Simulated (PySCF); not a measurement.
CI2, SMILES I[C]I (connectivity only; charge and spin as stated), neutral, multiplicity 1.

The structure is a stationary point at B3LYP-D3(BJ)/def2-TZVP. The def2 effective core potentials stand for the cores of I; spin–orbit coupling is left out.

These are TDDFT-ωB97X/def2-SVPD (PySCF) values and carry that method's errors.

Vertical excitations. Gas-phase values at a fixed geometry. State labels are in the subgroup C2v.

Question: Estimate the UV-visible absorptions. (An estimate is asked for; the answer gives what the named calculation found.)

Answer: 
| state | symmetry | energy (eV) | λ (nm) | f | main pairs |
|---|---|---|---|---|---|
| S1 | B1 | 1.45 | 854 | 0.000 | HOMO→LUMO 100 % |
| S2 | A2 | 2.84 | 437 | 0.000 | HOMO−1→LUMO 99 % |
| S3 | A1 | 3.71 | 335 | 0.007 | HOMO→LUMO+1 87 % |
| S4 | B2 | 3.73 | 333 | 0.083 | HOMO−2→LUMO 91 % |
| S5 | B2 | 4.54 | 273 | 0.003 | HOMO−1→LUMO+1 76 %, HOMO→LUMO+2 14 % |
| S6 | B1 | 4.64 | 267 | 0.001 | HOMO−4→LUMO 97 % |
| S7 | A2 | 4.92 | 252 | 0.000 | HOMO−2→LUMO+1 93 % |
| S8 | A1 | 5.17 | 240 | 0.018 | HOMO−3→LUMO 75 % |
| S9 | A2 | 5.39 | 230 | 0.000 | HOMO−5→LUMO 98 % |
| S10 | B1 | 5.93 | 209 | 0.001 | HOMO−3→LUMO+1 60 %, HOMO−2→LUMO+2 28 % |
| T1 | B1 | 0.49 | 2536 | 0 | HOMO→LUMO 90 % |
| T2 | A2 | 2.68 | 463 | 0 | HOMO−1→LUMO 99 % |
| T3 | B2 | 2.88 | 431 | 0 | HOMO−2→LUMO 99 % |
| T4 | A1 | 3.06 | 405 | 0 | HOMO→LUMO+1 91 % |
Triplets are in the Tamm–Dancoff approximation, which puts them higher than full response would, so one can lie above its singlet here.
